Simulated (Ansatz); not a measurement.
A run for Ansatz (an electronic-structure program): R-wB97X-V/def2-TZVPPD on H4OSi (SMILES O[SiH3]) with ghost functions, monomers drawn apart or pushed together. Files ending in .json are basis or fitting sets from the Basis Set Exchange.

Ansatz 0.2 input:
```yaml
crystal:
  periodic: [false, false, false]
  atoms:
    - {symbol: O, position_ang: [-0.03366632, 0.98122529, 3.03588595]}
    - {symbol: Si, position_ang: [-0.31611627, -0.50118677, 3.72963610]}
    - {symbol: H, position_ang: [0.52464819, 1.60517972, 3.50638396]}
    - {symbol: H, position_ang: [0.91982224, -1.31561298, 3.79082002]}
    - {symbol: H, position_ang: [-1.31994481, -1.15653108, 2.87196500]}
    - {symbol: H, position_ang: [-0.84170583, -0.34054713, 5.10745534]}
basis:
  gaussian:
    orbitals: def2-TZVPPD.json
    ghost_atoms:
      - {symbol: S, position_ang: [0.45933343, -0.12802745, -0.02943254]}
      - {symbol: H, position_ang: [0.27056481, 0.59534090, 1.08954442]}
      - {symbol: H, position_ang: [-0.85836715, -0.21638356, -0.26958854]}
hamiltonian:
  xc: {name: wB97X-V}
scf: {lower_state_search: off}
```

The log:

```
WARN ansatz: RAYON_NUM_THREADS=1 ignored (pool sized by the plan → 1); use --threads N
Functional definition: wB97X-V
these checks for a lower state are left out or cut short: stability, starts, cluster_reference, orbital_swaps, neighbouring_geometries, increment
integrals: 0.24 GiB planned
1154 factors; their error is unknown
integrals: 0.27 GiB planned
333 factors; integrals over basis functions are off by at most 3.6e-5 eV
mean field: 1.58 GiB planned
mean field evaluation 1: about -9986.6583 eV, gradient 4.6e1 eV
mean field evaluation 2: about -9985.5121 eV, gradient 5.4e1 eV
mean field evaluation 4: about -9990.0132 eV, gradient 3.3e-1 eV
mean field evaluation 8: about -9990.0287 eV, gradient 2.9e-1 eV
mean field evaluation 16: about -9990.0288 eV, gradient 3.3e-6 eV
mean field -9990.02882899 eV, -367.1267879805 hartree, gradient 3.4e-6 eV, S^2 0.000000; 0 other end points of the search recorded, 0 dependent functions left out
reference -9990.02882677 eV, -367.1267878989 hartree; 13, 13 occupied and 228, 228 virtual orbitals, 1154 factors
Total energy: -9990.02882677 eV, -367.1267878989 hartree
Checks for a lower state left out: stability, starts, cluster_reference, orbital_swaps, neighbouring_geometries, increment
```

Self-consistency was reached.

Cost: roughly 10 core-seconds.
